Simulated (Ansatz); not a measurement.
Cost and result for the atomization energy of CH₆ClFSi₂ (`C[SiH](F)[SiH2]Cl`) (11 atoms, 10 bonds).

```xyz
11

C     1.667   -0.134    0.379
Si   -0.031   -0.869    0.233
F    -0.018   -2.015   -0.894
Si   -1.611    0.753   -0.392
Cl   -0.832    1.849   -1.963
H     1.689    0.602    1.187
H     1.954    0.367   -0.548
H     2.405   -0.908    0.602
H    -0.451   -1.514    1.508
H    -2.901    0.170   -0.837
H    -1.871    1.698    0.726
```

Charge 0, multiplicity 1. All single points use the PBE0-D4/def2-TZVP geometry. It is one conformer, not always the lowest. Program: Ansatz. All runs use 4 threads of a server CPU on a shared host. Times are those of one run each, without the atoms' runs, and a repeat can differ threefold. Electronic energies, without spin–orbit coupling; frozen cores. CCSD(T)/CBS adds CCSD(T) − MP2 in def2-TZVPP to the MP2 limit, and its time is that of the two runs behind it. T1 = 0.011. B3LYP takes the VWN-RPA correlation (the form of Gaussian; ORCA's B3LYP/G).

CCSD(T)/CBS is a level of theory with its own doubt, some kJ/mol a heavy atom from the limit and from the frozen cores, so smaller differences don't rank the functionals.

| level | functions | wall time | atomization (kcal/mol) | difference from CCSD(T)/CBS | per bond |
| --- | --- | --- | --- | --- | --- |
| PBE-D4/def2-TZVPP (with forces) | 272 | 2.4 s | 913.1 | 0.0 | 0.0 |
| PBE0-D4/def2-TZVPP | 272 | 3.4 s | 905.5 | -7.6 | -0.8 |
| r2SCAN-D4/def2-TZVPP (with forces) | 272 | 4.3 s | 913.0 | -0.1 | 0.0 |
| B3LYP-D4/def2-TZVPP (with forces) | 272 | 5 s | 906.9 | -6.2 | -0.6 |
| B2PLYP/def2-TZVPP | 272 | 5.5 s | 897.8 | -15.3 | -1.5 |
| ωB97X-V/def2-TZVPP | 272 | 7.5 s | 916.4 | 3.3 | 0.3 |
| ωB97M-V/def2-TZVPP (with forces) | 272 | 11 s | 912.5 | -0.6 | -0.1 |
| MP2/def2-QZVPP | 504 | 22 s | 913.3 | 0.2 | 0.0 |
| CCSD(T)/def2-TZVPP | 272 | 2.3 min | 888.1 | -25.0 | -2.5 |
| CCSD(T)/CBS(def2) | – | 2.7 min | 913.1 | 0.0 | 0.0 |

From PBE to PBE0 (25 % exact exchange), in def2-TZVPP and without D4, the atomization energy moves by −6.7 kcal/mol: exact exchange takes away binding that semilocal exchange gives to molecules. In def2-TZVPP, CCSD(T) changes the Hartree–Fock value by +192.6 kcal/mol (the triples alone add +10.4 kcal/mol) and MP2 by +202.8 kcal/mol; breaking electron pairs costs correlation energy, which Hartree–Fock lacks. The D4 term adds +10.2 kcal/mol with B3LYP and +5.4 kcal/mol with PBE0; it sums over pairs of atoms, weighted by their polarisabilities, and B3LYP, whose exchange is more repulsive, gets the larger term.
